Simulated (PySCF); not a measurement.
PySCF input (BP86/6-31G* (5d)):

```python
from pyscf import gto, dft

mol = gto.M(
    atom='''
    Si   -0.00000000   -0.00000000   -0.10099473
    H     0.00000000    0.00000000    1.41392619
    ''',
    basis='6-31g*',
    charge=1,
    spin=0,
    verbose=4,
)

mf = dft.RKS(mol, xc='bp86')
mf.grids.level = 3
mf.conv_tol = 1e-9
mf.max_cycle = 100
mf.max_memory = 1500
mf.kernel()
if not mf.converged:
    mf = mf.newton()
    mf.kernel(mf.make_rdm1())
mf.dip_moment()
```

Q: What final total energy does it give?

A: -289.69218 Eh.
